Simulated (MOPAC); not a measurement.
MOPAC input (PM7):

```
PM7 FORCE THERMO(298,298) PRECISE LET UHF MS=0.5 GEO-OK AUX(PRECISION=9) THREADS=1
BrPb

Pb    0.00000000 1    0.00000000 1   -0.78009340 1
Br   -0.00000000 1   -0.00000000 1    1.83983486 1
```

Q: Which zero-point energy does it print?

A: 0.31 kcal/mol, from the harmonic wavenumbers of PM7.
